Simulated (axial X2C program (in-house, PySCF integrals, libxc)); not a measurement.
# Bond lengths and stretching modes, held linear, of FHfF

Calculated with an in-house all-electron X2C program for linear molecules (integrals from PySCF): two-component X2C with atomic mean-field Coulomb and Gaunt terms, Gaussian nuclei, basis F dyall-av3z, Hf dyall-v3z with contracted cores. Spin-free rows use the one-electron spin-free X2C Hamiltonian.

Masses F 18.998, Hf 179.947, F 18.998 u. States: 2c Ω = 0 (all partner blocks equally filled); spin-free M_S = 0, Λ = 0 (closed shell).

HF, spin-free: energies above the lowest point

| r(F–Hf) (Å) | r(Hf–F) (Å) | E (meV) |
| --- | --- | --- |
| 1.8759 | 1.8759 | 41.27 |
| 1.8759 | 1.9240 | 15.94 |
| 1.8759 | 1.9721 | 51.23 |
| 1.9240 | 1.8759 | 15.94 |
| 1.9240 | 1.9240 | 0.00 |
| 1.9240 | 1.9721 | 43.76 |
| 1.9240 | 2.0202 | 133.98 |
| 1.9721 | 1.8759 | 51.23 |
| 1.9721 | 1.9240 | 43.76 |
| 1.9721 | 1.9721 | 95.18 |
| 2.0202 | 1.9240 | 133.98 |
| 2.0202 | 2.0202 | 295.78 |

Question: Fit a quadratic surface with cubic terms in each bond: where is the minimum, and what are the two stretching wavenumbers?

Answer: At HF, spin-free: bonds 1.913 and 1.913 Å; harmonic stretches 639.0 and 657.4 cm⁻¹; force constants 4.31, 4.31 and coupling 0.53 mdyn/Å.

The other levels and Hamiltonians give:

```json
{"Hamiltonian": "2c", "level": "PBE0", "r(F–Hf) (Å)": "1.901", "r(Hf–F) (Å)": "1.901", "lower stretch (cm⁻¹)": "631.0", "upper stretch (cm⁻¹)": "650.0"}
{"Hamiltonian": "2c", "level": "HF", "r(F–Hf) (Å)": "1.912", "r(Hf–F) (Å)": "1.912", "lower stretch (cm⁻¹)": "638.3", "upper stretch (cm⁻¹)": "656.6"}
{"Hamiltonian": "2c", "level": "TPSSh", "r(F–Hf) (Å)": "1.906", "r(Hf–F) (Å)": "1.906", "lower stretch (cm⁻¹)": "628.4", "upper stretch (cm⁻¹)": "646.3"}
{"Hamiltonian": "2c", "level": "MP2", "r(F–Hf) (Å)": "1.911", "r(Hf–F) (Å)": "1.911", "lower stretch (cm⁻¹)": "628.8", "upper stretch (cm⁻¹)": "653.1"}
{"Hamiltonian": "spin-free", "level": "PBE0", "r(F–Hf) (Å)": "1.901", "r(Hf–F) (Å)": "1.901", "lower stretch (cm⁻¹)": "631.5", "upper stretch (cm⁻¹)": "651.0"}
{"Hamiltonian": "spin-free", "level": "TPSSh", "r(F–Hf) (Å)": "1.906", "r(Hf–F) (Å)": "1.906", "lower stretch (cm⁻¹)": "628.9", "upper stretch (cm⁻¹)": "647.2"}
{"Hamiltonian": "spin-free", "level": "MP2", "r(F–Hf) (Å)": "1.912", "r(Hf–F) (Å)": "1.912", "lower stretch (cm⁻¹)": "629.3", "upper stretch (cm⁻¹)": "654.0"}
```

Each state is one determinant, the lowest of a limited PBE0 search; the stretches come from a fit to these few points and carry an uncertainty of a few per cent. Other orders of the atoms were not compared. MP2 freezes inner shells (threshold -2 hartree). The molecule was held linear; bending was not examined, so a bent shape may lie lower.
